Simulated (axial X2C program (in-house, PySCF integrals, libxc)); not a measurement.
**What spin–orbit coupling does to RuO**

Calculated with an in-house relativistic program for diatomic molecules. Spin-free means the one-electron spin-free X2C Hamiltonian; two-component (2c) means X2C with spin–orbit coupling and atomic mean-field two-electron Coulomb and Gaunt terms, so the difference of the two also holds small scalar two-electron terms. Basis: Ru dyall-cv3z [12s12p8d5f3g], O dyall-av3z [7s6p3d2f] (cores contracted in-house); Gaussian nuclei, density fitting, unrestricted open shells. Masses: Ru 101.904 u, O 15.995 u.

Spin-free state: M_S = 2, Λ = 2 (beyond evenly filled blocks: σα, π+α, π-α, δ+α, δ+β, δ-α); fragments Ru + O.

```
level  Re (Å)  ωe (cm⁻¹)  De (eV)  μ (D)
 PBE0   1.693      921.5    4.724  -3.75
 BP86   1.716      876.4    5.663  -3.24
```

Dipoles are positive if O is the positive end.

Two-component determinant lowest at the distance of the search:

Ω = 4 (⟨Sz⟩ = 2.00, ⟨Lz⟩ = 2.00 at PBE0); fragments Ru + O.

| level | Re (Å) | ωe (cm⁻¹) | μ (D) |
| --- | --- | --- | --- |
| PBE0 | 1.693 | 920.5 | -3.75 |
| BP86 | 1.717 | 875.7 | -3.24 |

**Question.** From the two tables, how do the constants change at the PBE0 level (2c against spin-free)?

**Answer.** At the PBE0 level Re is unchanged within 0.001 Å and ωe drops by 1.0 cm⁻¹.

The state is a single determinant with fixed occupations, the lowest that a limited PBE0 search found. Dissociation energies refer to the lowest single-determinant-based atoms at the same level and basis. De is not given where an atomic determinant may have missed its ground term or J level, or where the truncated virtual space spoils (T). Density functionals use the spin component along the axis (collinear). Other states lie close and PBE0, whose exact exchange favours high spin, may order them wrongly; the determinant shown need not be the ground state. The nearest other spin-free determinant of the search, M_S = 1, Λ = 0, lies 0.65 eV up at the distance of the search. Without a current term, density functionals place determinants with orbital angular momentum somewhat too high. With several unpaired electrons one determinant need not be a pure state. Open-shell Ω = 0 determinants with evenly filled partner blocks cannot be reached by this program, so the Ω shown need not be the lowest component. At some level and bond length an empty orbital lies below a filled one.
